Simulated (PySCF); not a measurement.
**Excitation energy of Mo by level of theory**

Mo [Kr] 4d5 5s1 (7S) → Mo [Kr] 4d4 5s2 (5D), as a difference of total energies. Calculation: PySCF 2.14, in x2c-TZVPPall (8s6p6d2f1g, 79 functions); the spin-free X2C one-electron Hamiltonian (Gaussian nucleus). Correlated levels: valence and next inner shell: [Ar] 3d10 frozen. The calculations carry no spin-orbit coupling.

```csv
method,excitation energy (eV)
UHF,2.197
MP2 (valence and next inner shell),1.941
SCS-MP2 (valence and next inner shell),1.344
CCSD (valence and next inner shell),1.719
CCSD(T) (valence and next inner shell),1.608
```

Q: How much does correlation contribute at CCSD(T) (valence and next inner shell)?

A: 1.608 − (2.197) = -0.589 eV, measured against UHF.
